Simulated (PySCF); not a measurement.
Compound: C₂H₈N₂Si₂.
Z-matrix (Å and degrees, GFN2-xTB geometry), rows numbered from 1:
```
C 
C   1  1.3230
Si  2  1.8790  1  124.28
N   3  1.7427  2  115.18  1    20.24
Si  4  1.7372  3   97.01  2  -117.60
N   5  1.7385  4   83.15  3     1.57
H   1  1.0782  2  120.95  3    -0.34
H   1  1.0807  2  122.91  3   179.74
H   2  1.0831  1  118.74  3  -179.93
H   3  1.4652  2  111.90  1   153.12
H   4  1.0021  3  131.18  2    70.53
H   5  1.4607  4  114.66  3  -111.23
H   5  1.4610  4  113.74  3   115.75
H   6  1.0022  3  131.64  2   -60.56
```

Computed with PBE0/def2-SVPD in PySCF (dipole) on a GFN2-xTB geometry, gas phase.

Take the most abundant isotopes and a rigid rotor. The values belong to one conformer with, in the numbering `[CH2:1]=[CH:2][SiH:3]1[NH:4][SiH2:5][NH:6]1`, C1–C2–Si3–N4 20°.

**Question.** What are A, B and C (cm⁻¹)?

**Answer.** Ia = 105.13, Ib = 321.76, Ic = 342.16 u·Å²; 505379 MHz·u·Å²/I gives 4807, 1571 and 1477 MHz, that is A = 0.16034, B = 0.05239, C = 0.04927 cm⁻¹.

**Question.** Classify the top.

**Answer.** A near-prolate asymmetric top: κ = (2 × 1571 − 4807 − 1477)/(4807 − 1477) = -0.94.

**Question.** Is it planar, by Δ = Ic − Ia − Ib?

**Answer.** Not planar: Δ = Ic − Ia − Ib = -84.74 u·Å². For a rigid frame Δ = −2 Σ m c², so Σ m c² = 42.37 u·Å² lies off the ab plane: 9.82 from hydrogen and 32.55 from heavier atoms. The atom farthest from that plane is 1.85 Å away.

**Question.** Give the other two planar moments, Paa and Pbb, and the rms extents of the mass along the axes.

**Answer.** Paa = Σ m a² = (Ib + Ic − Ia)/2 = 279.39 and Pbb = Σ m b² = (Ia + Ic − Ib)/2 = 62.77 u·Å². With the mass M = 116.02 u, the rms extents √(P/M) along a, b and c are 1.55, 0.74, 0.60 Å.

**Question.** Give the coordinates in the principal-axis frame, origin at the centre of mass.

**Answer.** The sense of each axis is arbitrary; atoms in the order of the calculation.
```json
{"atom": "C1", "mass (u)": "12.000", "a (Å)": "2.496", "b (Å)": "-1.032", "c (Å)": "-0.422"}
{"atom": "C2", "mass (u)": "12.000", "a (Å)": "2.152", "b (Å)": "0.209", "c (Å)": "-0.119"}
{"atom": "Si3", "mass (u)": "27.977", "a (Å)": "0.425", "b (Å)": "0.732", "c (Å)": "0.404"}
{"atom": "N4", "mass (u)": "14.003", "a (Å)": "-0.588", "b (Å)": "-0.553", "c (Å)": "1.004"}
{"atom": "Si5", "mass (u)": "27.977", "a (Å)": "-1.813", "b (Å)": "-0.448", "c (Å)": "-0.224"}
{"atom": "N6", "mass (u)": "14.003", "a (Å)": "-0.782", "b (Å)": "0.803", "c (Å)": "-0.852"}
{"atom": "H7", "mass (u)": "1.008", "a (Å)": "1.776", "b (Å)": "-1.834", "c (Å)": "-0.376"}
{"atom": "H8", "mass (u)": "1.008", "a (Å)": "3.496", "b (Å)": "-1.308", "c (Å)": "-0.724"}
{"atom": "H9", "mass (u)": "1.008", "a (Å)": "2.906", "b (Å)": "0.985", "c (Å)": "-0.173"}
{"atom": "H10", "mass (u)": "1.008", "a (Å)": "0.449", "b (Å)": "1.928", "c (Å)": "1.250"}
{"atom": "H11", "mass (u)": "1.008", "a (Å)": "-0.549", "b (Å)": "-1.082", "c (Å)": "1.854"}
{"atom": "H12", "mass (u)": "1.008", "a (Å)": "-3.106", "b (Å)": "0.044", "c (Å)": "0.246"}
{"atom": "H13", "mass (u)": "1.008", "a (Å)": "-1.911", "b (Å)": "-1.641", "c (Å)": "-1.061"}
{"atom": "H14", "mass (u)": "1.008", "a (Å)": "-0.837", "b (Å)": "1.347", "c (Å)": "-1.692"}
```

**Question.** Where do the levels up to J = 4 lie, in MHz?

**Answer.** Above 0(0,0):
J = 1: 1(0,1) 3048, 1(1,1) 6284, 1(1,0) 6378
J = 2: 2(0,2) 9141, 2(1,2) 12286, 2(1,1) 12567, 2(2,1) 22276, 2(2,0) 22278
J = 3: 3(0,3) 18276, 3(1,3) 21287, 3(1,2) 21849, 3(2,2) 31419, 3(2,1) 31429, 3(3,1) 47836, 3(3,0) 47836
J = 4: 4(0,4) 30447, 4(1,4) 33287, 4(1,3) 34223, 4(2,3) 43608, 4(2,2) 43638, 4(3,2) 60030, 4(3,1) 60031, 4(4,1) 83009, 4(4,0) 83009
The levels of one J sum to (2J + 1)J(J + 1)(A + B + C)/3.

**Question.** Predict some low-J microwave lines.

**Answer.** The dipole components are |μa| = 0.53 D, |μb| = 0.29 D, |μc| = 0.21 D. The squared components, which scale the intensities, stand as 1.00 : 0.30 : 0.16 (a : b : c). Some lines, for components of 0.1 D or more:

| type | branch | J(Ka,Kc) | MHz | lower level (cm⁻¹) |
| --- | --- | --- | --- | --- |
| c | Q | 2(1,2) ← 2(0,2) | 3145 | 0.305 |
| b | Q | 1(1,0) ← 1(0,1) | 3330 | 0.102 |
| a | R | 2(0,2) ← 1(0,1) | 6093 | 0.102 |
| b | R | 2(1,2) ← 1(0,1) | 9238 | 0.102 |
| b | Q | 4(2,2) ← 4(1,3) | 9415 | 1.142 |
| c | R | 2(1,1) ← 1(0,1) | 9519 | 0.102 |
| c | Q | 3(2,2) ← 3(1,2) | 9570 | 0.729 |
| b | Q | 4(2,3) ← 4(1,4) | 10321 | 1.110 |
| a | R | 4(3,1) ← 3(3,0) | 12195 | 1.596 |
| b | R | 5(0,5) ← 4(1,4) | 12359 | 1.110 |
| b | R | 3(2,1) ← 2(1,2) | 19143 | 0.410 |
| c | R | 5(1,4) ← 4(0,4) | 19240 | 1.016 |
| c | R | 4(2,2) ← 3(1,2) | 21789 | 0.729 |
| c | Q | 5(4,2) ← 5(3,2) | 22975 | 2.511 |
| b | R | 5(2,4) ← 4(1,3) | 24619 | 1.142 |
| b | R | 5(2,3) ← 4(1,4) | 25625 | 1.110 |
| c | R | 5(3,2) ← 4(2,2) | 31638 | 1.456 |

**Question.** Estimate the classical rotational partition function at 10 K, 25 K and 50 K.

**Answer.** Point group C1, symmetry number σ = 1; q = (√π/σ)·√((kT/h)³/(ABC)), k/h = 20836.6 MHz/K: 1600 at 10 K, 6310 at 25 K, 17800 at 50 K.

Stationary, but not proved a minimum. These are rigid-rotor constants of the computed structure; measured ground-state constants (B0) also hold zero-point vibration. Quadrupole hyperfine structure (14N) is left out.
